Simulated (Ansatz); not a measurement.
Reaction R1 + R2 → P1, each structure at its B3LYP-D3(BJ)/def2-TZVP stationary point, reached from a drawn start (curvature not checked).
R1, MoO3 (SMILES [O]=[Mo](=[O])=[O]) (charge 0, multiplicity 1):
```xyz
4

O     -0.6609     1.4754    -0.1443
Mo    -0.0058    -0.0002     0.4066
O      1.6109    -0.1635    -0.1127
O     -0.9442    -1.3117    -0.1497
```
R2, H2S (SMILES S) (charge 0, multiplicity 1):
```json
[
 {"atom": "S", "x (Å)": "0.0000", "y (Å)": "0.0000", "z (Å)": "0.6187"},
 {"atom": "H", "x (Å)": "0.0000", "y (Å)": "0.9702", "z (Å)": "-0.3093"},
 {"atom": "H", "x (Å)": "0.0000", "y (Å)": "-0.9702", "z (Å)": "-0.3093"}
]
```
P1, H2MoO3S (SMILES [O]=[Mo](=[O])([OH])[SH]) (charge 0, multiplicity 1):
```xyz
7

O     -0.75765    -1.02442     1.47011
Mo    -0.42522    -0.22033     0.02436
O     -1.57206    -0.60001    -1.15238
O     -0.36048     1.63054     0.35640
S      1.61683    -0.99657    -0.83016
H     -0.68934     2.29904    -0.25505
H      2.18791    -1.08825     0.38672
```

P less R. No zero-point or thermal terms; no spin–orbit coupling. One arrangement of each flexible species, with no search for the lowest.

Correlated levels freeze the cores.

Codes used: Ansatz (Gaussian orbitals). Each number belongs to the level named beside it. Elements past Kr take the def2 small-core potentials, without spin–orbit coupling.

Total energies in hartree:

```
structure  PBE/def2-TZVPP  PBE0/def2-TZVPP  CCSD(T)/def2-TZVPP
---------  --------------  ---------------  ------------------
R1            -293.894017      -293.794319         -293.216020
R2            -399.227845      -399.262427         -398.931100
P1            -693.229155      -693.171550         -692.253714
```

**Question.** Work out the reaction energy at each level in kJ/mol (1 hartree = 2625.49964 kJ/mol), and say how far PBE/def2-TZVPP lies from CCSD(T)/def2-TZVPP.

**Answer.** 
- PBE/def2-TZVPP: (-693.229155) − (-293.894017) − (-399.227845) = -0.107293 hartree = -281.7 kJ/mol
- PBE0/def2-TZVPP: (-693.171550) − (-293.794319) − (-399.262427) = -0.114804 hartree = -301.4 kJ/mol
- CCSD(T)/def2-TZVPP: (-692.253714) − (-293.216020) − (-398.931100) = -0.106594 hartree = -279.9 kJ/mol
PBE/def2-TZVPP less CCSD(T)/def2-TZVPP: -1.8 kJ/mol. CCSD(T)/def2-TZVPP is the level counted from, the highest shown, and no exact or measured value.

Ansatz is a quantum-chemistry and plane-wave program.
